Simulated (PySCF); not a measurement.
**Electron correlation in Ru (ruthenium, neutral)**

[Kr] 4d6 5s1 6s1, high-spin 7D determinant (an excited configuration). Calculation: PySCF 2.14, in aug-cc-pwCVDZ-PP with ECP28MDF; scalar relativity through the core potential. Frozen: 4s2 4p6; 8 electrons correlated.

```tsv
level	correlation energy (mhartree)
CCSD	-138.85
(T)	-2.89
CCSD(T)	-141.74
```

Diagnostics: T1 = 0.012, D1 = 0.0454, largest double amplitude 0.049.

Is a single reference adequate?

Yes, within this model without spin-orbit coupling: T1 lies below 0.03 and no double amplitude reaches 0.07.
